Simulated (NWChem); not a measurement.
Program: NWChem. System: BiF$_{3}$, charge 0, spin multiplicity 1, at a geometry optimised with B3LYP/def2-SVP with def2 effective core potentials on Bi. The structure started from a generated list of species. Level: MP2/def2-SVP with def2 effective core potentials on Bi, 7 core orbitals frozen.

NWChem printed:

```
             Northwest Computational Chemistry Package (NWChem) 7.3.0
             --------------------------------------------------------

                                NWChem Input Module
                                -------------------

 Scaling coordinates for geometry "geometry" by  1.889725989
 (inverse scale =  0.529177249)

 Turning off AUTOSYM since
 SYMMETRY directive was detected!

                             Geometry "geometry" -> ""
                             -------------------------

 Output coordinates in angstroms (scale by  1.889725989 to convert to a.u.)

  No.       Tag          Charge          X              Y              Z
 ---- ---------------- ---------- -------------- -------------- --------------
    1 Bi                  83.0000     0.00226700     0.25500600     0.00000000
    2 F                    9.0000    -0.87737400    -0.77616300     1.50766100
    3 F                    9.0000    -0.87737400    -0.77616300    -1.50766100
    4 F                    9.0000     1.73383700    -0.79940000     0.00000000

 Effective nuclear repulsion energy (a.u.)     627.5921385033

            Nuclear Dipole moment (a.u.)
            ----------------------------
        X                 Y               Z
 ---------------- ---------------- ----------------
    -0.0000718096    -0.0000680301     0.0000000000

      Symmetry information
      --------------------

 Group name             Cs
 Group number              2
 Group order               2
 No. of unique centers     3

      Symmetry unique atoms

     1    2    4


 Summary of "ao basis" -> "" (spherical)
 ------------------------------------------------------------------------------
       Tag                 Description            Shells   Functions and Types
 ---------------- ------------------------------  ------  ---------------------
 *                          def2-svp                  on all atoms

 Summary of "ao basis" -> "ao basis" (spherical)
 ------------------------------------------------------------------------------
       Tag                 Description            Shells   Functions and Types
 ---------------- ------------------------------  ------  ---------------------
 Bi                         def2-svp                10       26   4s4p2d
 F                          def2-svp                 6       14   3s2p1d

                                 NWChem SCF Module
                                 -----------------

  ao basis        = "ao basis"
  functions       =    68
  atoms           =     4
  closed shells   =    25
  open shells     =     0
  charge          =   0.00
  wavefunction    = RHF
  use symmetry    = T
  symmetry adapt  = T

 Summary of "ao basis" -> "ao basis" (spherical)
 ------------------------------------------------------------------------------
       Tag                 Description            Shells   Functions and Types
 ---------------- ------------------------------  ------  ---------------------
 Bi                         def2-svp                10       26   4s4p2d
 F                          def2-svp                 6       14   3s2p1d

      Symmetry analysis of basis
      --------------------------

        a'         42
        a"         26

 Forming initial guess at       0.1s

      Superposition of Atomic Density Guess
      -------------------------------------

 Sum of atomic energies:        -543.29654672

      Non-variational initial energy
      ------------------------------

 Total energy =    -511.124758
 1-e energy   =   -1198.867833
 2-e energy   =     483.003707
 HOMO         =      -0.427113
 LUMO         =      -0.002592

      Symmetry analysis of molecular orbitals - initial
      -------------------------------------------------

  Numbering of irreducible representations:

     1 a'          2 a"

  Orbital symmetries:

     1 a'          2 a'          3 a"          4 a'          5 a"
     6 a'          7 a'          8 a'          9 a'         10 a"
    11 a"         12 a'         13 a'         14 a"         15 a'
    16 a'         17 a"         18 a'         19 a'         20 a"
    21 a'         22 a"         23 a'         24 a"         25 a'
    26 a'         27 a"         28 a'         29 a'         30 a'
[...]
    60      0.275519  4 F  pz                63     -0.204145  4 F  pz

 Vector   24  Occ=2.000000D+00  E=-5.897493D-01  Symmetry=a'
              MO Center=  3.9D-01, -7.6D-01, -8.1D-11, r^2= 3.4D+00
   Bfn.  Coefficient  Atom+Function         Bfn.  Coefficient  Atom+Function
  ----- ------------  ---------------      ----- ------------  ---------------
    58      0.439952  4 F  px                61     -0.341488  4 F  px
    30      0.316005  2 F  px                44      0.316005  3 F  px
    33     -0.238037  2 F  px                47     -0.238037  3 F  px

 Vector   25  Occ=2.000000D+00  E=-4.945725D-01  Symmetry=a'
              MO Center=  7.1D-04,  8.1D-02,  2.6D-14, r^2= 3.3D+00
   Bfn.  Coefficient  Atom+Function         Bfn.  Coefficient  Atom+Function
  ----- ------------  ---------------      ----- ------------  ---------------
     3      0.477488  1 Bi s                  1     -0.357420  1 Bi s
     4      0.339873  1 Bi s                 12      0.339824  1 Bi py
    59      0.226552  4 F  py                31      0.224285  2 F  py
    45      0.224285  3 F  py                62     -0.186319  4 F  py
    34     -0.184375  2 F  py                48     -0.184375  3 F  py

 Vector   26  Occ=0.000000D+00  E= 4.526808D-02  Symmetry=a'
              MO Center= -9.5D-02,  4.8D-01, -1.1D-09, r^2= 3.6D+00
   Bfn.  Coefficient  Atom+Function         Bfn.  Coefficient  Atom+Function
  ----- ------------  ---------------      ----- ------------  ---------------
    14      0.822307  1 Bi px                11      0.395173  1 Bi px
    57     -0.261080  4 F  s                  5     -0.229674  1 Bi px
    22      0.162122  1 Bi d -2

 Vector   27  Occ=0.000000D+00  E= 4.527010D-02  Symmetry=a"
              MO Center=  1.0D-01,  4.8D-01,  1.1D-09, r^2= 3.6D+00
   Bfn.  Coefficient  Atom+Function         Bfn.  Coefficient  Atom+Function
  ----- ------------  ---------------      ----- ------------  ---------------
    16      0.822343  1 Bi pz                13      0.395186  1 Bi pz
     7     -0.229683  1 Bi pz                29     -0.226108  2 F  s
    43      0.226108  3 F  s                 23      0.161082  1 Bi d -1

 Vector   28  Occ=0.000000D+00  E= 8.008829D-02  Symmetry=a'
              MO Center=  1.9D-03,  2.1D-01,  1.2D-13, r^2= 3.8D+00
   Bfn.  Coefficient  Atom+Function         Bfn.  Coefficient  Atom+Function
  ----- ------------  ---------------      ----- ------------  ---------------
    15     -0.827396  1 Bi py                 3      0.752706  1 Bi s
     1     -0.350784  1 Bi s                 12     -0.303692  1 Bi py
    29     -0.204104  2 F  s                 43     -0.204104  3 F  s
    57     -0.204118  4 F  s                 61      0.200253  4 F  px
     6      0.190573  1 Bi py                58     -0.187168  4 F  px

 center of mass
 --------------
 x =   0.00054340 y =   0.06118886 z =   0.00000000

 moments of inertia (a.u.)
 ------------------
         481.058635898080           1.209678116244           0.000000000000
           1.209678116244         616.835468724144           0.000000000000
           0.000000000000           0.000000000000         481.040521854217

  Mulliken analysis of the total density
  --------------------------------------

    Atom       Charge   Shell Charges
 -----------   ------   -------------------------------------------------------
    1 Bi  23    21.20   2.92 -0.87  1.31  0.47  4.71  1.26  0.93  0.27  9.82  0.38
    2 F    9     9.60   1.99  1.11  0.87  3.29  2.33  0.00
    3 F    9     9.60   1.99  1.11  0.87  3.29  2.33  0.00
    4 F    9     9.60   1.99  1.11  0.87  3.29  2.33  0.00

       Multipole analysis of the density wrt the origin
       ------------------------------------------------

     L   x y z        total         open         nuclear
     -   - - -        -----         ----         -------
     0   0 0 0      0.000000      0.000000     50.000000

     1   1 0 0      0.021282      0.000000     -0.257112
     1   0 1 0      2.393334      0.000000    -28.913556
     1   0 0 1      0.000000      0.000000      0.000000

     2   2 0 0    -35.932310      0.000000    146.099266
     2   1 1 0      0.035453      0.000000     -0.725759
     2   1 0 1     -0.000000      0.000000      0.000000
     2   0 2 0    -31.952179      0.000000     64.603163
     2   0 1 1     -0.000000      0.000000      0.000000
     2   0 0 2    -35.932846      0.000000    146.109205

                   NWChem MP2 Semi-direct Energy/Gradient Module
                   ---------------------------------------------

  Basis functions       =     68
  Molecular orbitals    =     68
  Frozen core           =      7
  Frozen virtuals       =      0
  Active alpha occupied =     18
  Active beta occupied  =     18
  Active alpha virtual  =     43
  Active beta virtual   =     43
  Use MO symmetry       = T
  Use skeleton AO sym   = T

  AO/Fock/Back tols     =   1.0D-09  1.0D-09  1.0D-09

 GA uses MA = F    GA memory limited = T

 Available:
  local mem=  1.26D+08
 global mem=  1.44D+08
 local disk=  0.00D+00
  mp2_memr nvloc                    43
  nvloc new                    43
   1 passes of  18:        3145728                      29169                   6008031.
   1 passes of  18: M    126148886           G      144169952           F     123003158.

 Semi-direct pass number   1 of   1  for RHF alpha+beta  at        1.4s
  vrange nnbf                  2280
  mp2_eaftype                    22  avail_ma_in_mb                  1099
 EAF : mp2_eaftype filesize          22    3004016.
  mp2_eaf for mointskh                     22
Node 0 wrote     14.1 Mb in      0.0 s     Agg I/O rate:  1069.5 Mb/s
 Done moints_semi at        4.0s
  mp2_eaftype                    22  avail_ma_in_mb                  1077
 EAF : mp2_eaftype filesize          22    3004016.
  mp2_eaf for kh                    22
 Done maket at        4.2s
 Done multipass loop at        4.2s

          -------------------------------------------
          SCF energy                -511.663633420665
          Correlation energy          -0.682024316372
          Singlet pairs               -0.395498016768
          Triplet pairs               -0.286526299605
          Total MP2 energy          -512.345657737037
          -------------------------------------------

          ---------------------------------------------------
                    Spin Component Scaled (SCS) MP2
          Same spin pairs                     -0.191017533070
          Same spin scaling factor             0.333333333333
          Opposite spin pairs                 -0.491006783303
          Opposite spin scaling fact.          1.200000000000
          SCS-MP2 correlation energy          -0.652880650986
          Total SCS-MP2 energy              -512.316514071651
          ---------------------------------------------------

 -----------------------
 Performance information
 -----------------------

 Timer overhead =  1.37D-07 seconds/call

               Nr. of calls         CPU time (s)                 Wall time (s)                GFlops
             ---------------    -------------------     ------------------------------   -------------------
Name         Min   Avg   Max    Min     Avg     Max     Min     Avg     Max   Mx/calls   Min     Max     Sum
mp2: moin     1     1     1    2.6     2.6     2.6      2.6     2.6     2.6     2.6      0.0     0.0     0.0
mp2: make     1     1     1   0.18    0.18    0.18     0.18    0.18    0.18    0.18      0.0     0.0     0.0
mp2: tota     1     1     1    2.9     2.9     2.9      2.9     2.9     2.9     2.9      0.0     0.0     0.0

 The average no. of pstat calls per process was 3.00D+00
 with a timing overhead of 4.10D-07s

 Task  times  cpu:        4.2s     wall:        4.2s

 Total times  cpu:        4.2s     wall:        4.2s
```

### Question
Write an NWChem input that would produce this output.

### Answer
One answer among several that fit: 
```
start mol
memory heap 200 mb stack 900 mb global 1100 mb
geometry units angstroms nocenter noautoz
  Bi     0.002267     0.255006     0.000000
  F     -0.877374    -0.776163     1.507661
  F     -0.877374    -0.776163    -1.507661
  F      1.733837    -0.799400     0.000000
  symmetry group Cs
end
basis spherical
  * library def2-svp
end
ecp
  Bi library def2-ecp
end
scf
  rhf
  nopen 0
  maxiter 100
  thresh 1e-7
  semidirect memsize 60000000 filesize 0
end
mp2
  freeze core 7
end
task mp2 energy
```
